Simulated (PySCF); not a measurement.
SMILES c1c([SiH3])c2c(cc1)Oc1c(cccc1)B2, C12H11BOSi

Molfile (atoms numbered from 1):
```
C12H11BOSi
     RDKit          3D

 26 28  0  0  0  0  0  0  0  0999 V2000
   -3.1642    1.9361   -0.0409 Si  0  0  0  0  0  4  0  0  0  0  0  0
   -2.3876    0.2233    0.1588 C   0  0  0  0  0  0  0  0  0  0  0  0
   -3.2166   -0.8598    0.3917 C   0  0  0  0  0  0  0  0  0  0  0  0
   -2.7090   -2.1455    0.5479 C   0  0  0  0  0  0  0  0  0  0  0  0
   -1.3540   -2.3611    0.4721 C   0  0  0  0  0  0  0  0  0  0  0  0
   -0.4998   -1.2793    0.2371 C   0  0  0  0  0  0  0  0  0  0  0  0
   -0.9883    0.0291    0.0760 C   0  0  0  0  0  0  0  0  0  0  0  0
    0.0338    1.1458   -0.1779 B   0  0  0  0  0  0  0  0  0  0  0  0
    1.4966    0.6854   -0.2253 C   0  0  0  0  0  0  0  0  0  0  0  0
    2.5921    1.5363   -0.4440 C   0  0  0  0  0  0  0  0  0  0  0  0
    3.8836    1.0659   -0.4760 C   0  0  0  0  0  0  0  0  0  0  0  0
    4.1322   -0.2924   -0.2880 C   0  0  0  0  0  0  0  0  0  0  0  0
    3.0901   -1.1627   -0.0705 C   0  0  0  0  0  0  0  0  0  0  0  0
    1.7787   -0.6777   -0.0393 C   0  0  0  0  0  0  0  0  0  0  0  0
    0.8170   -1.6034    0.1804 O   0  0  0  0  0  0  0  0  0  0  0  0
   -2.6860    2.8414    1.0058 H   0  0  0  0  0  0  0  0  0  0  0  0
   -4.6162    1.7772    0.0999 H   0  0  0  0  0  0  0  0  0  0  0  0
   -2.8769    2.4771   -1.3708 H   0  0  0  0  0  0  0  0  0  0  0  0
   -4.2852   -0.7109    0.4550 H   0  0  0  0  0  0  0  0  0  0  0  0
   -3.3786   -2.9739    0.7291 H   0  0  0  0  0  0  0  0  0  0  0  0
   -0.9265   -3.3452    0.5883 H   0  0  0  0  0  0  0  0  0  0  0  0
   -0.2647    2.2676   -0.3258 H   0  0  0  0  0  0  0  0  0  0  0  0
    2.3964    2.5887   -0.5892 H   0  0  0  0  0  0  0  0  0  0  0  0
    4.7079    1.7425   -0.6458 H   0  0  0  0  0  0  0  0  0  0  0  0
    5.1463   -0.6634   -0.3128 H   0  0  0  0  0  0  0  0  0  0  0  0
    3.2578   -2.2186    0.0774 H   0  0  0  0  0  0  0  0  0  0  0  0
  1  2  1  0
  2  3  2  0
  3  4  1  0
  4  5  2  0
  5  6  1  0
  6  7  2  0
  7  8  1  0
  8  9  1  0
  9 10  2  0
 10 11  1  0
 11 12  2  0
 12 13  1  0
 13 14  2  0
 14 15  1  0
  7  2  1  0
 14  9  1  0
 15  6  1  0
  1 16  1  0
  1 17  1  0
  1 18  1  0
  3 19  1  0
  4 20  1  0
  5 21  1  0
  8 22  1  0
 10 23  1  0
 11 24  1  0
 12 25  1  0
 13 26  1  0
M  END
```

Computed with PySCF 2.14.0, quadratic response revPBE/def2-SVPD first hyperpolarisability, Taylor convention, gas phase. Geometry: GFN2-xTB.

Q: Give the tensor of the second harmonic β(−2ω;ω,ω) at 2500 nm in the axes of these coordinates.

A: In au, Taylor convention; rows are the first index (the induced dipole):
|  | xx | yy | zz | xy | xz | yz |
| --- | --- | --- | --- | --- | --- | --- |
| x | +602.3 | -39.5 | +11.5 | -387.7 | +13.7 | +36.6 |
| y | -391.6 | -156.7 | -48.2 | -40.1 | +36.9 | +13.9 |
| z | +14.3 | +13.9 | +16.9 | +36.6 | +10.9 | -47.5 |

Norm of βᵢ = ⅓ Σⱼ (βᵢⱼⱼ + βⱼᵢⱼ + βⱼⱼᵢ): 826.4 au, hyper-Rayleigh value 366.6 au.
